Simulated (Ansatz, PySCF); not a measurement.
H2Te, SMILES [TeH2] (connectivity only; charge and spin as stated), charge +1, multiplicity 2. Atoms are numbered in the order given.

```xyz
3

Te     0.0000     0.0000    -0.0639
H      0.0000    -1.1829     1.1100
H      0.0000     1.1829     1.1100
```
Charge +1, spin multiplicity 2.

Geometry optimised at PBE0-D3(BJ)/def2-TZVPD. The spin state was assumed, not searched. The def2 effective core potentials stand for the cores of Te; spin–orbit coupling is left out.

Two levels are set side by side: PBE-D3(BJ)/def2-TZVPD (Ansatz, an electronic-structure program) and PBE0-D3(BJ)/def2-TZVPD (Ansatz). Each level has its own optimised geometry; the coordinates shown are those of the second. Frequencies come from the Hessian of PySCF at each geometry. Differences are taken from unrounded values.

| quantity | PBE0-D3(BJ) | PBE-D3(BJ) | PBE-D3(BJ) minus PBE0-D3(BJ) |
|---|---|---|---|
| mean bond length (Å) | 1.667 | 1.683 | 0.016 |
| bond Te1–H2 (Å) | 1.667 | 1.683 | 0.016 |
| bond Te1–H3 (Å) | 1.667 | 1.683 | 0.016 |
| highest harmonic wavenumber (cm⁻¹) | 2142 | 2055 | -86 |
| mean harmonic wavenumber (cm⁻¹) | 1721 | 1651 | -70 |
| zero-point energy (kcal/mol) | 7.38 | 7.08 | -0.30 |

GGA bonds tend to be longer and softer than those of functionals with exact exchange. Differences between two approximate levels are no errors against the true value.
